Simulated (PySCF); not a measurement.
CH5AlO2 (SMILES [CH3][Al]([OH])[OH]), singlet, at a GFN2-xTB geometry (such geometries of metal compounds can be far from the true shape); DF-CAMB3LYP/6-311++G** (PySCF).

Input for PySCF:
```python
from pyscf import gto, scf, dft
import numpy

mol = gto.Mole()
mol.atom = '''
    Al    0.07749548    0.07275953    0.00557869
    C    -1.42912426   -1.22415675   -0.13625489
    H    -1.10357429   -2.14553357   -0.61524509
    H    -2.25578416   -0.81633085   -0.71240214
    H    -1.80016565   -1.49817487    0.84929070
    O    -0.03916589    1.51144195   -0.78735585
    H    -0.09952938    2.33824639   -1.24017123
    O     1.37525186   -0.37239246    0.91660087
    H     2.13766999   -0.59153638    1.42957391
'''
mol.basis = '6-311++g**'
mol.verbose = 4
mol.build()
print('smallest overlap eigenvalue', numpy.linalg.eigvalsh(mol.intor('int1e_ovlp'))[0])

mf = dft.RKS(mol)
mf.xc = 'camb3lyp'
mf = mf.density_fit(auxbasis='def2-universal-jkfit')
mf = scf.addons.remove_linear_dep_(mf, threshold=1e-2, lindep=1e-2)
mf.kernel()
```

Question: Predict the main parts of the log of this PySCF run.

Answer: 
```
PySCF version 2.14.0

[INPUT] verbose = 4
[INPUT] num. atoms = 9
[INPUT] num. electrons = 40
[INPUT] charge = 0
[INPUT] spin (= nelec alpha-beta = 2S) = 0
[INPUT] symmetry False subgroup None
[INPUT] Mole.unit = angstrom
[INPUT] Symbol           X                Y                Z      unit          X                Y                Z       unit  Magmom
[...]
nuclear repulsion = 159.128003220143
number of shells = 69
number of NR pGTOs = 199
number of NR cGTOs = 131
basis = 6-311++g**
ecp = {}
input.py:24: DeprecationWarning: remove_linear_dep_ is deprecated and will be removed in a future release. Linear dependency handling is now built into the SCF procedure by default. Linear dependency removal can be controlled using the following settings:
  pyscf.scf.hf.remove_overlap_zero_eigenvalue = True
  pyscf.scf.hf.overlap_zero_eigenvalue_threshold = 1e-6

  mf = scf.addons.remove_linear_dep_(mf, threshold=1e-2, lindep=1e-2)
smallest overlap eigenvalue 0.00037408597452245673
Applying remove_linear_dep_ on SCF object.
Using canonical orthogonalization with threshold 0.01

******** <class 'pyscf.df.df_jk.DFRKS'> ********
method = DFRKS
initial guess = minao
damping factor = 0
level_shift factor = 0
DIIS = <class 'pyscf.scf.diis.CDIIS'>
diis_start_cycle = 1
diis_space = 8
diis_damp = 0
SCF conv_tol = 1e-09
SCF conv_tol_grad = None
SCF max_cycles = 50
direct_scf = False
XC library pyscf.dft.libxc version 7.1.2
    S. Lehtola, C. Steigemann, M. J. T. Oliveira, and M. A. L. Marques,  SoftwareX 7, 1–5 (2018)
XC functionals = camb3lyp
    T. Yanai, D. P. Tew, and N. C. Handy,  Chem. Phys. Lett. 393, 51 (2004)
radial grids:
    Treutler-Ahlrichs [JCP 102, 346 (1995); DOI:10.1063/1.469408] (M4) radial grids

becke partition: Becke, JCP 88, 2547 (1988); DOI:10.1063/1.454033
pruning grids: <function nwchem_prune>
grids dens level: 3
symmetrized grids: False
atomic radii adjust function: <function treutler_atomic_radii_adjust>
small_rho_cutoff = 0
Set gradient conv threshold to 3.16228e-05
Initial guess from minao.
tot grids = 110504
******** <class 'pyscf.df.df.DF'> ********
auxbasis = def2-universal-jkfit
Create RSH-DF object <pyscf.df.df.DF object> for omega=0.33
******** <class 'pyscf.df.df.DF'> ********
auxbasis = auxmol.basis = def2-universal-jkfit
init E= -434.174583681396
[...]
cycle= 1 E= -433.887948141286  delta_E= 0.287  |g|= 1.11  |ddm|= 2.46
[...]
cycle= 2 E= -433.697145908513  delta_E= 0.191  |g|= 1.54  |ddm|= 1.09
[...]
[...]
[...]
cycle= 23 E= -434.107346361323  delta_E= 6.25e-07  |g|= 0.00207  |ddm|= 0.00152
[...]
cycle= 24 E= -434.107346335203  delta_E= 2.61e-08  |g|= 0.002  |ddm|= 0.00163
[...]
cycle= 25 E= -434.107346469631  delta_E= -1.34e-07  |g|= 0.00196  |ddm|= 0.000647
[...]
cycle= 26 E= -434.107346381816  delta_E= 8.78e-08  |g|= 0.00236  |ddm|= 0.000796
[...]
cycle= 27 E= -434.107346833484  delta_E= -4.52e-07  |g|= 0.00272  |ddm|= 0.00154
[...]
cycle= 28 E= -434.107347543962  delta_E= -7.1e-07  |g|= 0.00192  |ddm|= 0.00145
[...]
cycle= 29 E= -434.107346797596  delta_E= 7.46e-07  |g|= 0.00226  |ddm|= 0.00201
[...]
cycle= 30 E= -434.107346825416  delta_E= -2.78e-08  |g|= 0.00183  |ddm|= 0.000973
[...]
cycle= 31 E= -434.107346901661  delta_E= -7.62e-08  |g|= 0.00178  |ddm|= 0.00107
[...]
cycle= 32 E= -434.107346959885  delta_E= -5.82e-08  |g|= 0.00172  |ddm|= 0.00242
[...]
cycle= 33 E= -434.107346702989  delta_E= 2.57e-07  |g|= 0.0018  |ddm|= 0.00223
[...]
cycle= 34 E= -434.10734657645  delta_E= 1.27e-07  |g|= 0.0018  |ddm|= 0.000781
[...]
cycle= 35 E= -434.107346137157  delta_E= 4.39e-07  |g|= 0.00223  |ddm|= 0.000782
[...]
cycle= 36 E= -434.107346146803  delta_E= -9.65e-09  |g|= 0.00317  |ddm|= 0.00151
[...]
cycle= 37 E= -434.107347739658  delta_E= -1.59e-06  |g|= 0.00157  |ddm|= 0.00191
[...]
cycle= 38 E= -434.10734631893  delta_E= 1.42e-06  |g|= 0.0023  |ddm|= 0.0028
[...]
cycle= 39 E= -434.107346055654  delta_E= 2.63e-07  |g|= 0.00215  |ddm|= 0.000533
[...]
cycle= 40 E= -434.10734624112  delta_E= -1.85e-07  |g|= 0.00196  |ddm|= 0.000267
[...]
cycle= 41 E= -434.107346185015  delta_E= 5.61e-08  |g|= 0.00227  |ddm|= 0.00138
[...]
cycle= 42 E= -434.107346160978  delta_E= 2.4e-08  |g|= 0.00211  |ddm|= 0.00113
[...]
cycle= 43 E= -434.107346433616  delta_E= -2.73e-07  |g|= 0.00189  |ddm|= 0.00187
[...]
cycle= 44 E= -434.107345832836  delta_E= 6.01e-07  |g|= 0.00245  |ddm|= 0.00135
[...]
cycle= 45 E= -434.107345761701  delta_E= 7.11e-08  |g|= 0.00293  |ddm|= 0.00109
[...]
cycle= 46 E= -434.10734761889  delta_E= -1.86e-06  |g|= 0.00186  |ddm|= 0.00262
[...]
cycle= 47 E= -434.10734634017  delta_E= 1.28e-06  |g|= 0.00226  |ddm|= 0.00269
[...]
cycle= 48 E= -434.107345861361  delta_E= 4.79e-07  |g|= 0.00238  |ddm|= 0.0013
[...]
cycle= 49 E= -434.107345935586  delta_E= -7.42e-08  |g|= 0.00228  |ddm|= 0.000282
[...]
cycle= 50 E= -434.107345904441  delta_E= 3.11e-08  |g|= 0.00217  |ddm|= 0.000849
SCF not converged.
SCF energy = -434.107345904441
```

The run did not converge; its last values are not results.
